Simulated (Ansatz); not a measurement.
Task: Name a neutral molecule of B, C and H with HOMO–LUMO gap (PBE/def2-TZVPP) between 4.70 and 5.00 eV and HOMO–LUMO gap (ωB97M-V/def2-TZVPP) between 11.20 and 11.50 eV (Ansatz, PBE0-D4/def2-TZVP geometry).

Result: `CC(C)B(C(C)C)C(C)C` (4.82 eV, 11.31 eV); `BC(C)C` (4.80 eV, 11.32 eV). Other molecules can fit too; these were computed, each in one conformer that needn't be the lowest.
